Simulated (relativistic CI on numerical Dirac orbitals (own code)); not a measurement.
**Line list: Electric-dipole lines, Zn24+**

Method of calculation: Dirac-Coulomb-Breit CI, separate exchange-only KLI orbitals for each configuration, model QED (radiative potential, 1s self-energy scaled to tabulated hydrogen-like ionisation energies), unscaled Slater integrals (own radial code, finite nucleus).

Configuration list (outside the closed core 1s2): 2s2 2p2, 2s 2p3, 2p4, 2p3 3s, 2p3 3p, 2p3 3d, 2s2 2p 3s, 2s2 2p 3p, 2s2 2p 3d, 2s 2p2 3s, 2s 2p2 3p, 2s 2p2 3d, 2s2 2p 4s, 2s2 2p 4p, 2s2 2p 4d, 2s2 2p 4f. Levels of other configurations are missing.

```
λ vac (nm)              Lower                 Upper   A (s⁻¹)  log gf  S velocity/length
   0.86188   2s2 2p2 1D_2 [4]  2s 2p2 3p 1F°_3 [99]  1.23e+13   -0.02               0.97
   0.88380   2s 2p3 3D°_1 [7]  2s 2p2 3d 3F_2 [140]  2.47e+13    0.16               0.99
   0.88563   2s2 2p2 3P_1 [2]  2s2 2p 3d 1D°_2 [47]  1.33e+13   -0.11               0.99
   0.88582   2s 2p3 5S°_2 [6]   2s 2p2 3d 5P_1 [94]  5.03e+13    0.25               0.98
   0.88583   2s2 2p2 3P_0 [1]  2s2 2p 3d 3D°_1 [38]  3.81e+13    0.13               0.98
   0.88652   2s 2p3 5S°_2 [6]   2s 2p2 3d 5P_2 [91]  4.14e+13    0.39               0.98
   0.88835   2s2 2p2 3P_2 [3]  2s2 2p 3d 3D°_3 [48]  3.30e+13    0.44               0.99
   0.88843   2s 2p3 5S°_2 [6]   2s 2p2 3d 5P_3 [89]  2.10e+13    0.24               0.98
   0.89006   2s 2p3 3D°_3 [9]  2s 2p2 3d 1G_4 [138]  2.30e+13    0.39               1.00
   0.89349   2s 2p3 3D°_3 [9]  2s 2p2 3d 3D_3 [128]  2.83e+13    0.38               0.98
   0.89451   2s 2p3 3D°_3 [9]  2s 2p2 3d 3F_4 [125]  2.64e+13    0.46               1.00
   0.89529   2s 2p3 5S°_2 [6]   2s 2p2 3d 5F_3 [83]  1.84e+13    0.19               0.98
   0.89821   2s2 2p2 1D_2 [4]  2s2 2p 3d 1F°_3 [55]  5.41e+13    0.66               1.00
   0.89897  2s 2p3 1D°_2 [14]  2s 2p2 3d 1F_3 [167]  6.26e+13    0.73               1.00
   0.89960   2s2 2p2 3P_1 [2]  2s2 2p 3d 3P°_2 [36]  2.50e+13    0.18               0.99
   0.90376   2s2 2p2 1D_2 [4]  2s2 2p 3d 3P°_2 [50]  1.62e+13    0.00               0.98
   0.90479   2s2 2p2 3P_2 [3]  2s2 2p 3d 3F°_3 [35]  1.70e+13    0.17               1.00
   0.90621  2s 2p3 3P°_2 [12]  2s 2p2 3d 3F_3 [137]  2.39e+13    0.31               0.99
   0.90757  2s 2p3 1P°_1 [15]  2s 2p2 3d 1D_2 [172]  4.76e+13    0.47               0.99
   0.91281   2s 2p3 3D°_3 [9]  2s 2p2 3d 3F_4 [107]  2.33e+13    0.42               1.01
```

Terms are leading LS components. Brackets give the number of a level in order of energy, since labels repeat. The list gives strong lines, with weight on those to low levels, among the lowest 200 of 274 levels, so that lines to higher ones, which can be the strongest, are missing. Levels whose partners in the same complex of configurations lie outside the list can be far off, and so can their lines. Rates are taken at the computed energies, electric ones in the length gauge. A velocity-to-length ratio far from 1 marks an uncertain rate.

At this charge energies of transitions that change n are usually good to better than 1 %, and those within a shell (Δn = 0) to a few per cent.

LS names give the leading component of a level, which can be under half, so a name can repeat, a term be missing and a line seem to break the LS rules.
